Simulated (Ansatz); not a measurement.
Reaction (cleavage of the Si–Al bond): `[NH2][AlH][SiH3]` + `NB(N)O` → `NB(N)O[SiH3]` + `[NH2][AlH2]`

Gas-phase electronic energies from Ansatz, PBE0-D4/def2-TZVP geometries. CCSD(T)/CBS is the MP2 limit (def2-TZVPP, def2-QZVPP) plus CCSD(T) − MP2 in def2-TZVPP, frozen cores. This one scheme is used for every species. DFT in def2-TZVPP. One conformer a species, not always the lowest.

Question: Is it downhill or uphill in electronic energy at CCSD(T)/CBS, and by how much? (Estimate.)

Answer: The calculation gave: Downhill: ΔE = -20.9 kcal/mol.

Question: What do these levels give: LDA (SPW92), PBE0-D4, r2SCAN0-D4, ωB97X-V, ωB97M-V, PBE-QIDH, PBE, CCSD(T)/def2-SVP, SCS-MP2/def2-TZVPP, HF/def2-QZVPP, MP2/def2-QZVPP, MP2/CBS(def2)? (Best estimate.)

Answer: Computed: LDA (SPW92) -15.9, PBE0-D4 -16.8, r2SCAN0-D4 -20.3, ωB97X-V -20.8, ωB97M-V -22.1, PBE-QIDH -19.8, PBE -14.5, CCSD(T)/def2-SVP -18.7, SCS-MP2/def2-TZVPP -23.8, HF/def2-QZVPP -26.9, MP2/def2-QZVPP -23.2, MP2/CBS(def2) -23.1 kcal/mol.

Question: What do rigid-rotor, harmonic-oscillator terms from PBE0-D4/def2-TZVP frequencies (298.15 K, 1 bar) make of the CCSD(T)/CBS value? (Estimate.)

Answer: Ansatz gave: ΔZPE = -1.2 kcal/mol, ΔH = -22.6 kcal/mol, ΔS = -22 J/(mol·K), ΔG = -21.0 kcal/mol. Modes under 50 cm⁻¹ make the entropy rough.

Largest T1 diagnostic among the species: 0.013.

From BLYP to BHLYP (50 % exact exchange), in def2-TZVPP and without D4, ΔE moves by −4.0 kcal/mol. Leaving LDA and LC-ωPBE aside and taking each functional with its dispersion term where it has one, the values, not all of them listed here, spread over 8.7 kcal/mol, from BHLYP-D4 to PBE-D4. LDA lies −1.4 kcal/mol from PBE without D4. The D4 term adds −0.9 kcal/mol with B3LYP and −0.5 kcal/mol with PBE0; it sums over pairs of atoms, weighted by their polarisabilities, and B3LYP, whose exchange is more repulsive, gets the larger term.

B3LYP here is the variant with VWN-RPA as its local correlation; programs differ in this.
